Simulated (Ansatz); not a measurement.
GaH$_{4}$O$_{2}$Si, SMILES `[OH][Ga][O][SiH3]` radical. The species carries charge 0 and has multiplicity 2. The structure was optimised at the PBE0-D4/def2-TZVP level. It is one conformer, not always the lowest.

```xyz
8

O     2.633   -1.451   -0.814
Ga    0.847   -1.306   -0.909
O     0.138    0.043    0.045
Si   -1.315    0.707    0.394
H     3.002   -0.766   -0.246
H    -1.091    1.907    1.240
H    -2.181   -0.251    1.134
H    -2.034    1.117   -0.844
```

(1) What is the dipole moment at r2SCAN/def2-TZVPP? (Best estimate.)

(2) And with PBE, B3LYP, ωB97M-V? (Estimate.)

(3) Give the Mulliken charges with r2SCAN, PBE, ωB97M-V in def2-TZVPP. (Best estimate.)

Answers

(1) The calculation gave: 0.38 D, with components (-0.37, -0.05, -0.08) D in this frame, pointing from negative to positive charge.

(2) The calculation gave: PBE 0.32 D, B3LYP 0.53 D, ωB97M-V 0.53 D.

(3) Computed: 
```csv
atom,r2SCAN,PBE,ωB97M-V
O1,-0.42,-0.35,-0.40
Ga2,0.47,0.37,0.49
O3,-0.44,-0.33,-0.43
Si4,0.45,0.34,0.32
H5,0.19,0.18,0.17
H6,-0.08,-0.06,-0.04
H7,-0.09,-0.07,-0.05
H8,-0.09,-0.07,-0.05
```

B3LYP here is the variant with VWN-RPA as its local correlation; programs differ in this.
